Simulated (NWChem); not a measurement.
Species: C$_{3}$H$_{6}$OSi; SMILES C=C=C[SiH2]O

```xyz
11

C      0.6330     2.4065     0.0289
C     -0.2620     1.4483    -0.0021
C     -1.0841     0.4305    -0.0282
Si    -0.3679    -1.3037     0.0457
O      1.2876    -1.1862     0.1329
H      0.9524     2.8522     0.9768
H      1.0562     2.8145    -0.8951
H     -2.1661     0.6086    -0.0923
H     -0.7719    -2.0672    -1.1721
H     -0.9046    -2.0177     1.2422
H      1.6275    -0.2837     0.1394
```
Atoms are numbered in this order, from 1.

Level: PBE0/def2-SVP (NWChem), optimised geometry, unscaled harmonic frequencies. 

| frequency (cm⁻¹) | IR intensity (km/mol) |
|---|---|
| 70 | 16.2 |
| 107 | 1.9 |
| 147 | 68.0 |
| 295 | 11.6 |
| 343 | 4.9 |
| 420 | 2.8 |
| 500 | 29.2 |
| 678 | 83.5 |
| 691 | 0.7 |
| 730 | 6.8 |
| 806 | 81.8 |
| 846 | 42.1 |
| 882 | 24.9 |
| 917 | 82.6 |
| 941 | 367.4 |
| 985 | 0.2 |
| 993 | 128.2 |
| 1063 | 9.8 |
| 1241 | 31.0 |
| 1435 | 1.5 |
| 2064 | 182.8 |
| 2229 | 161.8 |
| 2240 | 134.6 |
| 3152 | 1.1 |
| 3164 | 0.8 |
| 3247 | 0.7 |
| 3880 | 83.5 |

```
Quantity                                                                            Value
-----------------------------------------------------------------------  ----------------
zero-point energy                                                           48.7 kcal/mol
thermal correction to the enthalpy at 298.15 K (with zero-point energy)     53.7 kcal/mol
heat capacity Cv                                                         24.3 cal/(mol K)
entropy at 298.15 K and 1 atm (symmetry number 1)                        82.1 cal/(mol K)
dipole moment                                                                      1.90 D
```

Rigid rotor and harmonic oscillator; modes under 100 cm⁻¹ make the entropy uncertain.
